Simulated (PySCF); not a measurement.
SMILES [CH3][InH][N](C)C (C3H10InN), GFN2-xTB optimised geometry.

```
15

In     0.16    -1.28     0.00
H     -0.95    -2.56    -0.42
C      2.39    -1.28     0.00
H      2.74    -0.73     0.87
H      2.73    -0.79    -0.91
H      2.78    -2.30     0.03
N     -0.87     0.50     0.00
C     -0.25     1.71     0.46
C     -2.30     0.50     0.19
H     -0.58     2.56    -0.15
H     -0.48     1.94     1.51
H      0.84     1.61     0.35
H     -2.59     0.72     1.23
H     -2.78     1.24    -0.46
H     -2.69    -0.49    -0.08
```

Density from B3LYP/def2-TZVP, def2 effective core potentials past Kr (PySCF 2.14.0) at that geometry. The core electrons that the potentials of In replace are not part of the density.

Minimum of the electron density along straight lines between bonded atoms, close to the bond critical point (lines longer than 1.1 times the sum of covalent radii, or with two minima, are not listed):

| bond | length / Å | ρ at the minimum / e bohr⁻³ | ∇²ρ there / e bohr⁻⁵ | position (fraction from the first atom) |
|---|---|---|---|---|
| In1–H2 | 1.745 | 0.100 | 0.11 | 0.63 |
| In1–C3 | 2.230 | (withheld) | (withheld) | 0.51 |
| C3–H4 | 1.089 | 0.276 | -0.93 | 0.64 |
| C3–H5 | 1.089 | 0.275 | -0.92 | 0.64 |
| C3–H6 | 1.088 | 0.277 | -0.94 | 0.64 |
| In1–N7 | 2.059 | 0.106 | (withheld) | 0.51 |
| N7–C8 | 1.440 | 0.280 | -0.74 | 0.59 |
| N7–C9 | 1.442 | 0.278 | -0.73 | 0.59 |
| C8–H10 | 1.098 | 0.278 | -0.95 | 0.64 |
| C8–H11 | 1.102 | 0.275 | -0.93 | 0.64 |
| C8–H12 | 1.094 | 0.281 | -0.98 | 0.64 |
| C9–H13 | 1.102 | 0.275 | -0.94 | 0.64 |
| C9–H14 | 1.098 | 0.278 | -0.95 | 0.64 |
| C9–H15 | 1.095 | 0.281 | -0.98 | 0.64 |

Problem. Complete the blanks.

Solution. 
- In1–C3, ρ at the minimum / e bohr⁻³: 0.087
- In1–C3, ∇²ρ there / e bohr⁻⁵: 0.12
- In1–N7, ∇²ρ there / e bohr⁻⁵: 0.37
